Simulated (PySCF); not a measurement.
**Partial charges of `C#C[C@@H](F)C[C@@H]([SiH3])CO[SiH3]`**

Species: C₆H₁₃FOSi₂.
Cartesian coordinates in Å at the GFN2-xTB level; atoms count from 1:
```
atom  x, y, z in Å
C1    -2.912   -1.478    1.650
C2    -2.630   -0.387    1.249
C3    -2.260    0.943    0.798
F4    -1.484    1.564    1.771
C5    -1.505    0.923   -0.538
C6    -0.326   -0.043   -0.567
Si7    0.549   -0.131   -2.268
C8     0.762    0.329    0.429
O9     1.968   -0.202   -0.058
Si10   3.386   -0.329    0.720
H11   -3.175   -2.437    1.986
H12   -3.164    1.566    0.713
H13   -1.159    1.940   -0.739
H14   -2.220    0.644   -1.314
H15   -0.700   -1.040   -0.315
H16   -0.526   -0.103   -3.274
H17    1.287   -1.379   -2.416
H18    1.383    1.051   -2.472
H19    0.563   -0.054    1.435
H20    0.858    1.419    0.499
H21    3.225   -1.101    1.956
H22    4.157   -1.013   -0.304
H23    3.920    0.992    1.071
```

Density: PBE0/pcSseg-1 (PySCF); schemes: Mulliken, IAO, Hirshfeld and ESP-fitted. Geometry: GFN2-xTB, one conformer, isolated molecule.

Give the atomic charges in each scheme.

In e; atoms taken as equivalent share a row and are averaged (×n: the atom named and its like, n in all):

| atom | environment | Mulliken | IAO | Hirshfeld | ESP-fitted |
| --- | --- | --- | --- | --- | --- |
| C1 | terminal alkyne carbon | -0.314 | -0.212 | -0.088 | -0.347 |
| C2 | alkyne carbon | +0.198 | -0.046 | -0.041 | -0.120 |
| C3 | sp3 C–F carbon | +0.197 | +0.164 | +0.081 | +0.424 |
| F4 | alkyl fluorine | -0.327 | -0.326 | -0.100 | -0.273 |
| C5 | chain CH2 carbon | -0.177 | -0.261 | -0.071 | -0.583 |
| C6 | sp3 carbon bound to silicon | -0.619 | -0.381 | -0.117 | +0.126 |
| Si7 | SiH3 silicon | +0.564 | +0.606 | +0.290 | +0.293 |
| C8 | sp3 carbon bound to oxygen | +0.187 | -0.045 | +0.001 | -0.127 |
| O9 | silyl ether oxygen | -0.683 | -0.640 | -0.194 | -0.363 |
| Si10 | oxygen-bound silicon | +0.716 | +0.873 | +0.388 | +0.557 |
| H11 | alkyne hydrogen | +0.053 | +0.207 | +0.099 | +0.298 |
| H12 | methine hydrogen | +0.140 | +0.165 | +0.057 | +0.072 |
| H13 | methylene hydrogen | +0.137 | +0.144 | +0.045 | +0.171 |
| H14 | methylene hydrogen | +0.144 | +0.152 | +0.048 | +0.176 |
| H15 | methine hydrogen | +0.168 | +0.147 | +0.030 | +0.065 |
| H16/H17/H18 | Si–H hydrogen | -0.090 | -0.124 | -0.084 | -0.094 |
| H19 | methylene hydrogen | +0.126 | +0.134 | +0.032 | +0.134 |
| H20 | methylene hydrogen | +0.112 | +0.126 | +0.032 | +0.123 |
| H21/H22/H23 | Si–H hydrogen | -0.117 | -0.145 | -0.080 | -0.114 |

Mean size of the charges over all atoms: Mulliken 0.238 e, IAO 0.236 e, ESP-fitted 0.212 e, Hirshfeld 0.096 e. Each set sums to the total charge, 0, to within 0.001 e. The Hirshfeld scheme divides the density at each point in proportion to the densities of the neutral, spherically averaged free atoms. The IAO scheme projects the occupied orbitals on a minimal set of polarised atomic orbitals and counts the electrons in each atom's part of it.

Some averages cover members that differ in this geometry: H16/H17/H18, ESP-fitted -0.126 to -0.071; H16/H17/H18, Mulliken -0.115 to -0.075; H16/H17/H18, IAO -0.143 to -0.110; H21/H22/H23, IAO -0.155 to -0.126 e.

Lowest charge. The schemes don't all agree: Mulliken O9 (-0.683); IAO O9 (-0.640); Hirshfeld O9 (-0.194); ESP-fitted C5 (-0.583).

Highest charge. All schemes agree: Mulliken Si10 (+0.716); IAO Si10 (+0.873); Hirshfeld Si10 (+0.388); ESP-fitted Si10 (+0.557).

Sum the charges by element, for elements with more than one atom.

```tsv
element	atoms	Mulliken	IAO	Hirshfeld	ESP-fitted
C	6	-0.528	-0.782	-0.234	-0.627
Si	2	+1.280	+1.479	+0.677	+0.850
H	13	+0.259	+0.269	-0.148	+0.413
```

How many electrons does the ESP-fitted scheme count on C5?

Z − q = 6 − (-0.583) = 6.583.

How closely do the schemes follow one another over all atoms?

Correlation coefficient and root-mean-square difference: IAO with Hirshfeld 0.97, 0.188 e; Mulliken with IAO 0.94, 0.104 e; Mulliken with Hirshfeld 0.89, 0.204 e; IAO with ESP-fitted 0.81, 0.183 e; Hirshfeld with ESP-fitted 0.79, 0.176 e; Mulliken with ESP-fitted 0.68, 0.234 e.
